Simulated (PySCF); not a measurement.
Molecule: `InChI=1S/C5H8BPS/c1-4-2-3-5(6-7)8-4/h2-3,6H,7H2,1H3`.

Bonds (- single, = double, # triple, : aromatic): C1-C2, C2:C3, C3:C4, C4:C5, C5-B6, B6-P7, C5:S8, S8:C2. C1 carries H9, H10, H11; C3 carries H12; C4 carries H13; B6 carries H14; P7 carries H15, H16.

Frames of a GFN2-xTB Langevin trajectory at 300 K; GIAO PBE0/pcSseg-1 shieldings in PySCF 2.14, gas phase, non-relativistic; equivalent atoms averaged within each frame.

Shifts are taken against calculated references (same method and geometry level): ¹³C (σ = 186.93 ppm) and ¹H (σ = 31.72 ppm) against TMS; ¹¹B (σ = 100.07 ppm) against BF3·OEt2; ³¹P (σ = 318.38 ppm) vs H3PO4; ³³S (σ = 503.73 ppm) vs CS2. The references are static minima.

How do the shifts (ppm) fluctuate along the trajectory?

## Answers


| time (fs) | C2 | C5 | C4 | C3 | C1 | B6 | P7 | S8 | H14 | H12 |
| --- | --- | --- | --- | --- | --- | --- | --- | --- | --- | --- |
| optimised geometry | 167.7 | 158.6 | 151.0 | 132.2 | 18.8 | 67.4 | -205.9 | 269 | 7.85 | 7.09 |
| 250 | 170.4 | 164.2 | 152.4 | 135.7 | 16.9 | 68.3 | -195.5 | 308 | 8.55 | 7.56 |
| 425 | 176.1 | 146.5 | 150.6 | 132.1 | 13.9 | 72.4 | -235.8 | 300 | 8.06 | 7.70 |
| 625 | 163.7 | 176.8 | 154.4 | 139.7 | 17.3 | 73.2 | -207.0 | 289 | 8.29 | 7.11 |
| 800 | 167.3 | 152.7 | 147.4 | 128.7 | 18.4 | 67.3 | -210.8 | 294 | 7.80 | 7.23 |
| 1000 | 170.6 | 175.0 | 160.2 | 128.7 | 18.0 | 70.3 | -182.5 | 273 | 8.16 | 6.54 |
| mean of frames | 169.6 | 163.0 | 153.0 | 133.0 | 16.9 | 70.3 | -206.3 | 293 | 8.17 | 7.23 |
| standard deviation | 4.6 | 13.3 | 4.8 | 4.7 | 1.8 | 2.5 | 19.8 | 13 | 0.28 | 0.45 |

5 frames give an uncertainty of the mean of about the standard deviation over 2.2 at best, since frames this close in time may not be independent; classical motion lacks zero-point vibration, and the reference would need the same averaging.
